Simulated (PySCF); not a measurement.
C4H8BNSi.
Atom-mapped SMILES: `[BH2:1][SiH2:2][n:3]1[cH:4][cH:5][cH:6][cH:7]1`

Cartesian coordinates in Å at the PBE0-D3(BJ)/def2-SVP level; atoms count from 1:
```
atom  x, y, z in Å
B1    -2.768    0.392   -0.651
Si2   -1.566   -1.161   -0.226
N3     0.148   -0.733   -0.010
C4     1.064   -0.557   -1.024
C5     2.218   -0.026   -0.496
C6     2.001    0.139    0.901
C7     0.723   -0.298    1.165
H8    -2.356    1.521   -0.769
H9    -3.953    0.199   -0.798
H10   -1.612   -2.164   -1.336
H11   -1.993   -1.816    1.050
H12    0.825   -0.840   -2.048
H13    3.126    0.206   -1.050
H14    2.709    0.524    1.633
H15    0.178   -0.347    2.106
```

Probes without a nucleus sit at each ring's centroid and 1 Å off its mean plane on both sides; NICS is minus the shielding there, NICSzz its component along the normal. Level: GIAO KT2/pcSseg-1 (PySCF, non-relativistic, gas phase) on the PBE0-D3(BJ)/def2-SVP geometry, one conformer.

Ring bond lengths (Å): N3–C4 1.378, C4–C5 1.376, C5–C6 1.423, C6–C7 1.376, C7–N3 1.379.

Question: Give the NICS values of each ring in ppm.

Answer: 
| ring | type | NICS(0) | NICS(1), two faces | NICS(1)zz, two faces | rms pucker (Å) | centre to ring atoms, mean (Å) |
| --- | --- | --- | --- | --- | --- | --- |
| N3–C4–C5–C6–C7 | 5-membered ring with N; formal bonds all aromatic | -13.1 | -10.5 / -11.0 | -29.1 / -29.8 | 0.00 | 1.18 |

Question: What do they say, and how far can they be read as aromaticity?

Answer: 
- N3–C4–C5–C6–C7: mean NICS(1)zz -29.4 ppm, shielded. For a flat ring without four-coordinate atoms the NICS criterion counts such a value as aromatic.

Question: What does the geometric index give? HOMA = 1 − mean of α(R − Ropt)² over the ring bonds, with Krygowski's 1993 parameters (CC: Ropt 1.388 Å, α 257.7 Å⁻²; CN: Ropt 1.334 Å, α 93.52 Å⁻²).

Answer: 
- N3–C4–C5–C6–C7: HOMA 0.85; the largest term is that of C5–C6, α(R − Ropt)² = 0.32. The geometric and the magnetic index point the same way.

Question: What is the mean of the two in-plane components of NICS at the first NICS(1) probe listed for ring N3–C4–C5–C6–C7, 1 Å off the ring?

Answer: The isotropic value is a third of the trace: (3 × -10.5 − (-29.1))/2 = -1.2 ppm.

Question: List the ring angles.

Answer: 
- N3–C4–C5–C6–C7: N3 108.0°, C4 108.9°, C5 107.1°, C6 107.1°, C7 108.9°; sum 540.0° against 540° for a flat convex ring.

Question: What are the shieldings of the ring atoms and their hydrogens in the same run (means over atoms taken as equivalent)?

Answer: 
```
   atoms                          environment  σ isotropic (ppm)  principal values of the symmetric part, first atom (ppm)
      N3                pyrrole-type nitrogen               99.3                                         13.4, 82.1, 202.4
 C4 (×2)  aromatic CH next to a ring nitrogen               63.6                                        -10.8, 71.6, 130.6
 C5 (×2)                   aromatic CH carbon               73.6                                         -2.8, 66.1, 156.9
H12 (×2)                    aromatic hydrogen              24.55                                          21.3, 25.3, 26.9
H13 (×2)                    aromatic hydrogen              24.73                                          22.5, 25.0, 26.6
```

Question: How do the values depend on the level or the medium?

Answer: 
```tsv
level	NICS(0), N3–C4–C5–C6–C7	mean NICS(1)zz, N3–C4–C5–C6–C7
KT2/pcSseg-1, gas	-13.1	-29.4
PBE0/pcSseg-1, gas	-13.0	-30.0
PBE0/pcSseg-1, IEF-PCM benzene	-13.0	-30.2
PBE0/pcSseg-1, IEF-PCM chloroform	-12.9	-30.3
```

The geometry is the same throughout; the continuum's cavity takes Bondi-type radii × 1.2.
